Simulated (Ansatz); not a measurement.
`[CH3][GeH]1[SiH2][B]1F`, charge 0, multiplicity 1.

Problem. Give a relaxed structure at PBE0-D4/def2-TZVP (the Gaussian-basis code of Ansatz). (An estimate is asked.)

Solution. Ansatz gave: 
```xyz
11

C    -1.759    0.646   -0.105
Ge   -0.376   -0.721   -0.300
Si    1.688    0.129    0.810
B     1.544   -0.575   -0.998
F     2.210   -1.396   -1.784
H    -1.307    1.636   -0.125
H    -2.469    0.558   -0.929
H    -2.290    0.508    0.837
H    -0.983   -2.139   -0.231
H     2.606   -0.155    1.949
H     1.137    1.509    0.875
```
This is one stationary point; other conformers may exist.
